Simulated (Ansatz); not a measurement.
Consider the ligand exchange at a Ge–C bond: `C=C=[CH][GeH3]` + CH₃OH → `C[O][GeH3]` + `C=C=C`.

Isolated molecules relaxed with PBE0-D4/def2-TZVP in Ansatz; ΔE leaves out vibrations. CCSD(T)/CBS adds triple-zeta CCSD(T) − MP2 to the extrapolated MP2 energy (def2 sets, frozen cores). This one scheme is used for every species. For Ge outer-core shells are correlated without core-valence functions, which leaves a few kJ/mol of doubt a bond. Scalar relativity is left out up to krypton.

```tsv
species	HF/def2-QZVPP energy (Eh)
`C=C=[CH][GeH3]`	-2192.48592
CH₃OH	-115.10098
`C[O][GeH3]`	-2191.68569
`C=C=C`	-115.91466
```

(1) Work out ΔE.

Largest T1 diagnostic among the species: 0.012.

Answers

(1) ΔE = (-2191.68569) + (-115.91466) − (-2192.48592) − (-115.10098) = -0.01345 Eh = -35.3 kJ/mol. CCSD(T)/CBS gives -21.1 kJ/mol.

In def2-TZVPP, CCSD(T) changes the Hartree–Fock value by +11.3 kJ/mol (the triples alone add +1.1 kJ/mol) and MP2 by +14.2 kJ/mol.
